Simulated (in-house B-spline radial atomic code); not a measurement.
Results of a calculation; reference values are marked as such.
Building a PAW d channel for Co, r_c = 1.64 bohr

Co, [Ar] 3d7 4s2, non-relativistic PBE, spherical and spin-unpolarised, from an all-electron radial atomic-structure program (B-spline basis) (atomic units; all potentials screened as in the neutral atom).

Two all-electron partial waves φ1, φ2 are integrated outwards at E1 = ε(3d) = -0.312731 and E2 = E1 + 1.5 hartree; φ1 is the bound orbital and φ2 has unit norm inside r_c = 1.6448 bohr. Smooth partners are polynomials, r^3(a0 + a1 r² + a2 r⁴ + a3 r⁶), matched to φ and three derivatives at r_c, with no condition on the norm. The local potential is -8.59578 + (7.77773) r² + (-2.94857) r⁴ + (0.412103) r⁶ inside 1.3466 bohr and the all-electron one outside.

| wave | φ(r_c) | φ'(r_c) | a0 | a1 | a2 | a3 |
| --- | --- | --- | --- | --- | --- | --- |
| 1 | 0.4994311 | -0.4256072 | 1.2213 | -0.9088049 | 0.2510064 | -0.02462208 |
| 2 | 1.171227 | 1.97787 | -0.675448 | 0.9327335 | -0.3007887 | 0.03114837 |

Inside r_c the overlaps are <φi φj> = [[0.85229, -0.49543], [-0.49543, 1.00000]] and, for the smooth waves, [[0.28489, 0.17294], [0.17294, 0.25390]]. With χj = (Ej − T − V_local) applied to smooth wave j, the program's quadrature gives the matrix B_ij = <smooth i, χj> as [[-0.42757, 0.79918], [-0.20338, 0.27486]].

Check the match of the first wave, and find the augmentation charges q_ij.

At r_c the four terms are 5.43453, -10.94047, 8.17479, -2.16941, which sum to 0.4994, φ1(r_c) to rounding. q_ij is the all-electron overlap less the smooth one: [[0.56740, -0.66837], [-0.66837, 0.74610]]. The smooth first wave has a norm of 0.2849 inside r_c against 0.8523, and q11 > 0 puts back the missing charge.

B isn't symmetric. Show that D_ij = B_ij + Ej q_ij is.

Integrating by parts gives B12 − B21 = (E1 − E2) q12: 0.79918 − (-0.20338) = 1.00256, and −1.5 × (-0.66837) = 1.00256. So D12 = 0.79918 + (1.187269)(-0.66837) = 0.00564 and D21 = -0.20338 + (-0.312731)(-0.66837) = 0.00564; D11 = -0.60501, D22 = 1.16068. The projectors, p = (B⁻¹)ᵀ χ, are dual to the smooth waves; det B = 0.045.

Solving (T + V_local + Σ p D p) ψ = E (1 + Σ p q p) ψ in a sphere of 9 bohr gives these levels:

```
all-electron  one projector  two projectors
   -0.312730      -0.312730       -0.312730
    0.112445       0.114971        0.112466
    0.370183       0.384799        0.370258
    0.770961       0.814355        0.771026
    1.305700       1.402440        1.305720
```

What does the second projector gain?

With one projector the errors are 0.00, +2.53, +14.62, +43.39, +96.74 millihartree. With two the errors are 0.00, +0.02, +0.07, +0.06, +0.02 millihartree. The scattering is exact at E1 and at E2 = 1.187, and over all levels compared the largest error is 0.075 millihartree. The lowest eigenvalue of the overlap operator is 1 with one and 0.9298 with two projectors. The smooth orbital alone needs a cutoff of 22.8 hartree for 1 millihartree of kinetic energy, against 46.9 for a norm-conserving Troullier-Martins orbital of the same radius; part of the gain comes from giving up the norm, part from the simpler form.
